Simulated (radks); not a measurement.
Values are calculated unless marked as measured or tabulated.
Problem. Species: Pm II. Configuration: [Xe] 4f5 6s1 (the NIST ground configuration). Code: a radial shooting solver on a logarithmic mesh with Libxc functionals. Model: Dirac Kohn-Sham, LDA (Slater exchange, Perdew-Zunger correlation), spin-unpolarised, spherical densities, finite nucleus; open shells fill j = l - 1/2 first; Fermi nuclear charge, rms radius 4.962 fm. Some entries of the table are withheld. Estimate them.

orbital,occ.,eigenvalue (eV),<r^2> (bohr^2)
1s1/2,2,-44936.04,0.0007328
2s1/2,2,-7308.763,0.01152
2p1/2,2,(1),0.008396
2p3/2,4,(2),0.009643
3s1/2,2,-1597.655,0.07765
3p1/2,2,-1432.632,0.07268
3p3/2,4,-1320.176,0.07998
3d3/2,4,-1032.092,0.06455
3d5/2,6,-1007.693,0.06660
4s1/2,2,-321.8372,0.3976
4p1/2,2,-259.0584,(3)
4p3/2,4,-234.3715,(4)
4d3/2,4,-130.9027,0.5421
4d5/2,6,-126.5186,0.5586
5s1/2,2,-47.9880,2.336
5p1/2,2,-31.1449,3.010
5p3/2,4,-27.8230,3.375
6s1/2,1,-8.5587,17.21
4f5/2,5,-8.5168,1.515
4f7/2,0,-8.0461,1.583

Solution. 
(1) 2p1/2 eigenvalue (eV): -6924.990
(2) 2p3/2 eigenvalue (eV): -6365.448
(3) 4p1/2 <r^2> (bohr^2): 0.4215
(4) 4p3/2 <r^2> (bohr^2): 0.4623
